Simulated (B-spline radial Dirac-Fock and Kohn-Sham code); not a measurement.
# Dipole and non-dipole photoemission parameters of Pb³⁺ 5s

System: Pb³⁺, configuration 1s2 2s2 2p6 3s2 3p6 3d10 4s2 4p6 4d10 4f14 5s2 5p6 5d10 6s1; threshold 182.9 eV (orbital energy of the model). Level of theory: Dirac-Hartree-Slater photoionisation with a Latter tail; cross sections with all multipoles, angular parameters from the dipole term and its interference with E2; a B-spline atomic structure program.

The run's input, task.json:

```json
{"items": [{
  "Z": 82,
  "q": 3,
  "cfg": [[1, 0, 2], [2, 0, 2], [2, 1, 6], [3, 0, 2], [3, 1, 6], [3, 2, 10], [4, 0, 2], [4, 1, 6], [4, 2, 10], [4, 3, 14], [5, 0, 2], [5, 1, 6], [5, 2, 10], [6, 0, 1]],
  "A": 208,
  "rrms": 5.5012,
  "do": "xps",
  "hv": [51.4, 97.7, 100, 104.0, 143.0, 150, 190.0, 200.0, 214.0, 293.0, 300, 500.0, 600, 800, 834.0, 846.0, 1110.0, 1253.6, 1650.0, 2090.0, 3010.0, 3390.0, 3510.0, 4700.0, 6210.0, 7710.0, 8310.0, 12000, 13300.0, 15000]
}]}
```

Command: `python xray2_run.py task.json out`

```csv
hν (eV),σ (kb),β,γ
200,59.9,0.859,-0.067
214,58.6,0.987,-0.037
293,52.2,1.397,0.210
300,51.4,1.417,0.223
500,32.3,1.670,0.438
600,?,?,?
800,18.2,1.773,0.525
834,17.1,1.779,0.528
846,16.8,1.781,0.529
1110,11.4,1.812,0.528
1253.6,9.51,1.825,0.518
1650,6.30,1.849,0.476
2090,4.34,1.865,0.414
3010,2.39,1.884,0.276
3390,1.96,1.890,0.222
3510,1.84,1.891,0.206
4700,1.11,1.902,0.066
6210,0.672,1.910,-0.060
7710,0.451,1.916,-0.135
8310,0.392,1.917,-0.154
12000,0.193,1.923,-0.166
13300,0.157,1.925,-0.140
15000,0.124,1.926,-0.090
```

**Question.** Give the values at 600 eV.

**Answer.** σ = 26.2 kb, β = 1.718, γ = 0.482. For an s subshell δ is negligible.

Values without a named source are computed, but for edge energies of neutral atoms, which are taken from tables.
